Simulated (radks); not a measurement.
Question: Species: Hf+. Configuration: [Xe] 4f14 6s1.5 6p1.5 (fractional occupations, a model configuration). Calculated with a radial shooting solver on a logarithmic mesh with Libxc functionals: Dirac Kohn-Sham, PBE, spin-unpolarised, spherical densities, finite nucleus; open shells fill j = l - 1/2 first; Fermi nuclear charge, rms radius 5.347 fm. Some entries of the table are withheld. Estimate them.

orbital,occ.,eigenvalue (eV),<1/r> (bohr^-1),r(max) (bohr)
1s1/2,2,-65191.95,83.78,0.01190
2s1/2,2,-11153.93,(1),0.06826
2p1/2,2,-10655.40,20.28,(2)
2p3/2,4,-9463.613,17.23,(3)
3s1/2,2,-2551.912,7.451,0.1924
3p1/2,2,-2330.444,7.367,0.1804
3p3/2,4,-2075.033,6.581,0.1940
3d3/2,4,-1699.491,6.472,0.1524
3d5/2,6,-1643.782,6.284,0.1562
4s1/2,2,-525.0696,3.123,0.4379
4p1/2,2,-434.2559,(4),0.4383
4p3/2,4,-375.8319,(5),0.4673
4d3/2,4,-226.4420,2.519,0.4660
4d5/2,6,-215.7453,2.452,0.4753
5s1/2,2,-80.5848,1.188,1.015
5p1/2,2,-54.6307,1.059,(6)
5p3/2,4,-46.6186,0.9663,(7)
4f5/2,6,-31.5498,1.937,0.4521
4f7/2,8,-29.8015,1.907,0.4573
6s1/2,1.5,-13.7228,0.4237,2.663
6p1/2,1.5,-8.8789,0.3483,(8)
6p3/2,0,-8.0373,0.3252,(9)

Answer: 
(1) 2s1/2 <1/r> (bohr^-1): 20.31
(2) 2p1/2 r(max) (bohr): 0.05091
(3) 2p3/2 r(max) (bohr): 0.05754
(4) 4p1/2 <1/r> (bohr^-1): 3.013
(5) 4p3/2 <1/r> (bohr^-1): 2.739
(6) 5p1/2 r(max) (bohr): 1.096
(7) 5p3/2 r(max) (bohr): 1.180
(8) 6p1/2 r(max) (bohr): 3.174
(9) 6p3/2 r(max) (bohr): 3.396
